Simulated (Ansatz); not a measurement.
Frontier orbitals of `O=C[BH][GeH3]`.

Charge 0, multiplicity 1. Correlated methods include outer-core shells of Ge, which these sets cover unevenly. Scalar relativity is left out up to krypton. All single points use the PBE0-D4/def2-TZVP geometry. It is one conformer, not always the lowest. Basis def2-TZVPP, Ansatz 0.2.0.

```tsv
functional	HOMO (eV)	LUMO (eV)	gap (eV)
PBE	-6.38	-2.79	3.59
B97M-V	-6.72	-2.54	4.18
PBE0	-7.74	-1.83	5.91
BHLYP	-9.08	-0.80	8.28
CAM-B3LYP	-9.16	-0.71	8.45
LC-ωPBE	-10.46	0.47	10.93
ωB97M-V	-10.05	0.12	10.17
```

Against PBE, PBE0 changes HOMO and LUMO by −1.36 and +0.96 eV, ωB97M-V by −3.67 and +2.91 eV. A gap of 3.59 eV thus becomes 10.17 eV for the same molecule, so an orbital gap means little without its functional. A positive LUMO is unbound and depends on the basis.

LC-ωPBE has ω = 0.4 bohr⁻¹.
